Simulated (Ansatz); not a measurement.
A structure relaxed at PBE0-D4/def2-TZVP, charge 0, multiplicity 1:

```xyz
10

Cl   -2.750    0.784    0.160
Si   -1.140    0.233   -1.020
N     0.373    0.529   -0.303
Ge    1.176   -0.494    1.010
H    -1.286   -1.222   -1.239
H    -1.265    1.020   -2.267
H     0.732    1.470   -0.379
H     0.511   -1.873    0.932
H     0.967    0.133    2.400
H     2.680   -0.579    0.706
```

Problem. Give its formula and SMILES.

Solution. ClGeH6NSi, `Cl[SiH2][NH][GeH3]`.

Problem. Summarise the bond lengths by kind.

Solution. 1 × Cl–Si 2.071 Å; 1 × N–Si 1.700 Å; 2 × H–Si 1.479 to 1.480 Å; 1 × Ge–N 1.848 Å; 1 × H–N 1.010 Å; 3 × Ge–H 1.533 to 1.539 Å.

Results of the Gaussian-basis code of Ansatz.
